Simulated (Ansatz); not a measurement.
`BB[SiH2]F` + `NBOCN` → `BBN` + `NBOC[SiH2]F`  (redistribution)

Calculated with Ansatz (gas phase, PBE0-D4/def2-TZVP geometries, no zero-point term in ΔE). CCSD(T)/CBS adds triple-zeta CCSD(T) − MP2 to the extrapolated MP2 energy (def2 sets, frozen cores). Functionals use def2-TZVPP. One conformer a species, not always the lowest.

`BB[SiH2]F`:

```xyz
9

B    -0.620    1.318    1.014
B    -0.422   -0.239    0.643
Si    0.604   -0.846   -0.969
F     1.197    0.368   -1.840
H     0.173    1.913    1.691
H    -1.540    1.958    0.586
H    -0.864   -1.148    1.291
H     1.756   -1.689   -0.549
H    -0.284   -1.635   -1.866
```

`NBOCN`:

Cartesian coordinates in Å:
```
N -0.260 -0.731 2.304
B 0.236 -0.113 1.153
O -0.648 0.284 0.186
C -0.155 0.764 -1.038
N 0.242 -0.331 -1.884
H 0.331 -1.017 3.062
H -1.237 -0.930 2.435
H 1.414 0.095 1.039
H -0.958 1.386 -1.454
H 0.725 1.399 -0.879
H -0.557 -0.783 -2.310
H 0.867 -0.023 -2.616
```

`BBN`:

Cartesian coordinates in Å:
```
B -0.028 1.381 0.267
B 0.414 -0.212 0.080
N -0.351 -1.286 -0.360
H 0.136 2.197 -0.600
H -0.430 1.816 1.312
H 1.562 -0.460 0.372
H 0.014 -2.220 -0.438
H -1.317 -1.216 -0.633
```

`NBOC[SiH2]F`:

Cartesian coordinates in Å:
```
N -1.821 -1.559 0.095
B -0.633 -1.574 -0.646
O 0.306 -0.579 -0.576
C 0.118 0.543 0.273
Si 1.649 1.608 0.052
F 1.504 2.900 0.992
H -2.088 -0.829 0.733
H -2.492 -2.302 0.024
H -0.394 -2.484 -1.385
H -0.787 1.103 0.000
H 0.009 0.237 1.322
H 2.863 0.867 0.469
H 1.766 2.069 -1.351
```

Task: Is it downhill or uphill in electronic energy at CCSD(T)/CBS, and by how much? (Best estimate.)

Result: Ansatz gave: Downhill: ΔE = -1.76 eV.

Task: What do these levels give: ωB97X-V, B2PLYP, PBE0, MP2/def2-TZVPP, MP2/def2-QZVPP, CCSD/CBS(def2)? (Best estimate.)

Result: Computed: ωB97X-V -1.69, B2PLYP -1.76, PBE0 -1.64, MP2/def2-TZVPP -1.84, MP2/def2-QZVPP -1.85, CCSD/CBS(def2) -1.75 eV.

Largest T1 diagnostic among the species: 0.014.

From PBE to PBE0 (25 % exact exchange), in def2-TZVPP and without D4, ΔE moves by −0.05 eV. In def2-TZVPP, CCSD(T) changes the Hartree–Fock value by −0.05 eV (the triples alone add −0.01 eV) and MP2 by −0.14 eV.
